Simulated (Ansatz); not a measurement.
Q: Name a neutral molecule of B, C, Ge, N, O and H with HOMO energy (PBE/def2-TZVPP) between -5.70 and -5.40 eV and HOMO energy (ωB97M-V/def2-TZVPP) between -8.75 and -8.45 eV (Ansatz, PBE0-D4/def2-TZVP geometry).

A: `[CH3][Ge]1([NH2])[BH][O]1` (-5.43 eV, -8.61 eV). Other molecules can fit too; these were computed, each in one conformer that needn't be the lowest.
